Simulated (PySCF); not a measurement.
Fractional electron number in Pt⁺ (platinum, charge +1)

The 5d beta orbital of [Xe] 4f14 5d9 is emptied in steps (occupation f), with all orbitals relaxed, ending at [Xe] 4f14 5d8. Computed with PySCF 2.14 in def2-TZVP with the def2 core potential (60 electrons) (6s4p3d1f, 40 functions), with a scalar-relativistic core potential. The exact energy is a straight line in f; departures are measured from the line between the end points of the same method.

```json
{"f": "1", "BLYP (eV)": "0.000"}
{"f": "0.9", "BLYP (eV)": "-0.456"}
{"f": "0.7", "BLYP (eV)": "-1.091"}
{"f": "0.5", "BLYP (eV)": "-1.320"}
{"f": "0.3", "BLYP (eV)": "-1.122"}
{"f": "0.1", "BLYP (eV)": "-0.485"}
{"f": "0", "BLYP (eV)": "0.000"}
```

```tsv
method	E(f=0) − E(f=1) (eV)	−ε at f=1 (eV)	−ε at f=0.5 (eV)
BLYP	19.064	14.081	18.976
```

Orbital energy along the path (eV):

| f | BLYP |
| --- | --- |
| 1 | -14.081 |
| 0.9 | -14.937 |
| 0.7 | -16.879 |
| 0.5 | -18.976 |
| 0.3 | -21.144 |
| 0.1 | -23.356 |
| 0 | -24.474 |

Reference removal energy between the ground levels: 18.56 ± 0.12 eV (measured; NIST Atomic Spectra Database, ionization energies). The calculation has no spin-orbit coupling. The determinant left behind need not be the lowest term of the ion.
